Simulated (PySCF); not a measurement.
[NiF6]4- by CASSCF and spin-orbit coupling

The complex [NiF6]4- (charge -4) contains Ni(II), shell d8. The structure is a PBE0-D3(BJ)/def2-SVP, IEF-PCM water geometry optimised for multiplicity 3; coordination octahedral, point group Oh, metal–donor distances 2.08 Å.

```
7

Ni    0.0000    0.0000    0.0000
F     0.0000    2.0846    0.0000
F     0.0000   -2.0846    0.0000
F     0.0000    0.0000    2.0846
F     0.0000    0.0000   -2.0846
F     2.0846    0.0000    0.0000
F    -2.0846    0.0000    0.0000
```

Method (PySCF 2.14, density fitting): CASSCF(8,5) with orbitals averaged over all microstates of the shell, strongly contracted NEVPT2 on the averaged canonical orbitals; basis x2c-TZVPall on the metal, x2c-SVPall elsewhere; spin-free X2C; IEF-PCM water; spin-orbit coupling by state interaction with the mean-field operator over all roots.

## Spin-free states

```tsv
2S+1	deg.	symmetry	free-ion term	CASSCF / cm⁻¹	NEVPT2 / cm⁻¹	f(ED)	occupations
3	1	3A2g	3F 1.00	0	0	–	2.0 2.0 2.0 1.0 1.0
3	3	3T2g	3F 1.00	5206	6753	0	1.7 1.7 1.7 1.5 1.5
3	3	3T1g	3F 0.98	9136	11673	0	1.4 1.4 1.4 1.9 1.9
1	2	1Eg	1D 0.86	18510	16634	–	1.9 1.9 1.9 1.1 1.1
1	3	1T2g	1D 0.94	22815	22457	–	1.6 1.6 1.6 1.6 1.6
3	3	3T1g	3P 0.98	25889	25134	0	1.6 1.6 1.6 1.6 1.6
1	1	1A1g	1G 0.99	28730	27343	–	1.8 1.8 1.8 1.3 1.3
1	3	1T1g	1G 1.00	30259	29634	–	1.7 1.7 1.7 1.5 1.5
1	2	1Eg	1G 0.86	33026	33528	–	1.4 1.4 1.4 1.9 1.9
1	3	1T2g	1G 0.94	33783	34299	–	1.4 1.4 1.4 1.9 1.9
1	1	1A1g	1S 0.99	68643	62376	–	1.5 1.5 1.5 1.7 1.7
```

Energies are counted from the ground state at NEVPT2 level. Weights follow the labels. f(ED) is the electric-dipole oscillator strength from the ground state at the fixed geometry, without vibronic coupling; occupations, where given, run over the ligand-field orbitals from the lowest.

## Ligand-field fit

| cm⁻¹ | CASSCF |
| --- | --- |
| 10Dq | 5076 |
| B | 1291 |
| B, free ion | 1318 |
| C | 4771 |
| C, free ion | 4863 |
| rms of the fit | 51 |

```tsv
orbital	CASSCF / cm⁻¹	metal share	main function
1	0	0.99	degenerate set
2	0	0.99	degenerate set
3	0	0.99	degenerate set
4	5076	0.97	degenerate set
5	5076	0.97	degenerate set
```

ζ = 653 cm⁻¹, against 660 for the free ion.

## Spin-orbit levels

| E / cm⁻¹ | deg. | make-up |
| --- | --- | --- |
| 0.0 | 3 | 0.98 3A2g |
| 6480.5 | 2 | 0.96 3T2g + 0.03 3T1g |
| 6635.4 | 3 | 0.98 3T2g |
| 7065.9 | 3 | 0.97 3T2g |
| 7214.4 | 1 | 1.00 3T2g |
| 10828.7 | 1 | 1.00 3T1g |
| 11406.2 | 3 | 0.98 3T1g |
| 12309.2 | 2 | 0.94 3T1g + 0.03 1Eg |
| 12334.9 | 3 | 0.98 3T1g |
| 16895.8 | 2 | 0.95 1Eg + 0.03 3T1g |

Only the lowest levels are listed: 23 of 45 states.

Magnetism:

The ground multiplet follows a spin Hamiltonian with S = 1, g = 2.340, 2.340, 2.340, D = 0 (spin-orbit part alone); the lowest levels hold 98 % of the spin-free ground state. μeff is 3.41 μB at 300 K and 3.31 μB at 10 K; the spin-only value is 2.83 μB.

```json
{"T / K": "2", "χT / cm³ K mol⁻¹": "1.369", "μeff / μB": "3.31"}
{"T / K": "5", "χT / cm³ K mol⁻¹": "1.370", "μeff / μB": "3.31"}
{"T / K": "10", "χT / cm³ K mol⁻¹": "1.372", "μeff / μB": "3.31"}
{"T / K": "20", "χT / cm³ K mol⁻¹": "1.374", "μeff / μB": "3.31"}
{"T / K": "30", "χT / cm³ K mol⁻¹": "1.377", "μeff / μB": "3.32"}
{"T / K": "50", "χT / cm³ K mol⁻¹": "1.383", "μeff / μB": "3.33"}
{"T / K": "75", "χT / cm³ K mol⁻¹": "1.390", "μeff / μB": "3.33"}
{"T / K": "100", "χT / cm³ K mol⁻¹": "1.397", "μeff / μB": "3.34"}
{"T / K": "150", "χT / cm³ K mol⁻¹": "1.411", "μeff / μB": "3.36"}
{"T / K": "200", "χT / cm³ K mol⁻¹": "1.425", "μeff / μB": "3.38"}
{"T / K": "250", "χT / cm³ K mol⁻¹": "1.439", "μeff / μB": "3.39"}
{"T / K": "300", "χT / cm³ K mol⁻¹": "1.453", "μeff / μB": "3.41"}
```

Powder magnetisation at 2 K: 0.60 μB at 0.5 T, 1.11 μB at 1 T, 1.79 μB at 2 T, 2.10 μB at 3 T, 2.29 μB at 5 T, 2.33 μB at 7 T.

No frequencies were computed for the optimised geometry. NEVPT2 lifts 3T2g from 5206 to 6753 cm⁻¹; on the d shell alone it tends to overshoot states that fill the eg-type orbitals.

The job took 13 s on one thread of Intel Xeon Platinum 8259CL @ 2.50GHz (shared host), with 132 basis functions and a peak of 0.57 GiB, launched as `OMP_NUM_THREADS=1 python lf_run.py task.json out`.
